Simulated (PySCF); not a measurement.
diisopropyl selenide (C6H14Se), singlet, at a GFN2-xTB geometry; PySCF with DF-PBE0/3-21G.

Here is a job for PySCF.
```python
from pyscf import gto, scf, dft

mol = gto.M(
    atom='''
C     1.864467    1.294078    0.803179
C     1.506906   -0.172599    0.651398
C     2.684892   -0.997908    0.163607
Se   -0.003417   -0.413152   -0.644329
C    -1.486705    0.350529    0.471904
C    -1.911463    1.705468   -0.065836
C    -2.644163   -0.632036    0.512470
H     2.191164    1.703110   -0.150882
H     2.674915    1.405077    1.522796
H     1.014225    1.873789    1.157423
H     1.131159   -0.574919    1.598243
H     2.403129   -2.043817    0.055183
H     3.507665   -0.929450    0.873710
H     3.029153   -0.632172   -0.802668
H    -1.047531    0.455056    1.468876
H    -1.066703    2.389158   -0.117799
H    -2.328056    1.599982   -1.065758
H    -2.671313    2.142233    0.581452
H    -2.319204   -1.594810    0.901612
H    -3.048106   -0.783476   -0.487241
H    -3.437927   -0.247783    1.151900
''',
    basis='3-21g',
    charge=0,
    spin=0,
    verbose=4,
)

mf = dft.RKS(mol)
mf.xc = 'pbe0'
mf = mf.density_fit(auxbasis='def2-universal-jkfit')
mf.kernel()
```

Q: Write the output that PySCF gives for this input, abridged.

A: 
```
PySCF version 2.14.0

[INPUT] verbose = 4
[INPUT] num. atoms = 21
[INPUT] num. electrons = 84
[INPUT] charge = 0
[INPUT] spin (= nelec alpha-beta = 2S) = 0
[INPUT] symmetry False subgroup None
[INPUT] Mole.unit = angstrom
[INPUT] Symbol           X                Y                Z      unit          X                Y                Z       unit  Magmom
[...]
nuclear repulsion = 564.263648607834
number of shells = 68
number of NR pGTOs = 186
number of NR cGTOs = 104
basis = 3-21g
ecp = {}

******** <class 'pyscf.df.df_jk.DFRKS'> ********
method = DFRKS
initial guess = minao
damping factor = 0
level_shift factor = 0
DIIS = <class 'pyscf.scf.diis.CDIIS'>
diis_start_cycle = 1
diis_space = 8
diis_damp = 0
SCF conv_tol = 1e-09
SCF conv_tol_grad = None
SCF max_cycles = 50
direct_scf = False
XC library pyscf.dft.libxc version 7.1.2
    S. Lehtola, C. Steigemann, M. J. T. Oliveira, and M. A. L. Marques,  SoftwareX 7, 1–5 (2018)
XC functionals = pbe0
    C. Adamo and V. Barone,  J. Chem. Phys. 110, 6158 (1999)
    M. Ernzerhof and G. E. Scuseria,  J. Chem. Phys. 110, 5029 (1999)
radial grids:
    Treutler-Ahlrichs [JCP 102, 346 (1995); DOI:10.1063/1.469408] (M4) radial grids

becke partition: Becke, JCP 88, 2547 (1988); DOI:10.1063/1.454033
pruning grids: <function nwchem_prune>
grids dens level: 3
symmetrized grids: False
atomic radii adjust function: <function treutler_atomic_radii_adjust>
small_rho_cutoff = 0
Set gradient conv threshold to 3.16228e-05
Initial guess from minao.
tot grids = 242448
******** <class 'pyscf.df.df.DF'> ********
auxbasis = def2-universal-jkfit
init E= -2623.33509003919
[...]
cycle= 1 E= -2625.36077906966  delta_E= -2.03  |g|= 0.399  |ddm|= 4.09
[...]
cycle= 2 E= -2625.37092303845  delta_E= -0.0101  |g|= 0.365  |ddm|= 1.04
[...]
cycle= 3 E= -2625.40765685248  delta_E= -0.0367  |g|= 0.0304  |ddm|= 0.453
[...]
cycle= 4 E= -2625.40783578994  delta_E= -0.000179  |g|= 0.0163  |ddm|= 0.0569
[...]
cycle= 5 E= -2625.4079023493  delta_E= -6.66e-05  |g|= 0.00329  |ddm|= 0.0228
[...]
cycle= 6 E= -2625.40790571237  delta_E= -3.36e-06  |g|= 0.000559  |ddm|= 0.00599
[...]
cycle= 7 E= -2625.40790581521  delta_E= -1.03e-07  |g|= 6.75e-05  |ddm|= 0.00108
[...]
cycle= 8 E= -2625.40790581686  delta_E= -1.65e-09  |g|= 1.4e-05  |ddm|= 0.000165
[...]
cycle= 9 E= -2625.40790581691  delta_E= -5.46e-11  |g|= 4.55e-06  |ddm|= 3.59e-05
[...]
Extra cycle  E= -2625.40790581692  delta_E= -5.46e-12  |g|= 6.23e-06  |ddm|= 1.47e-05
converged SCF energy = -2625.40790581692
```
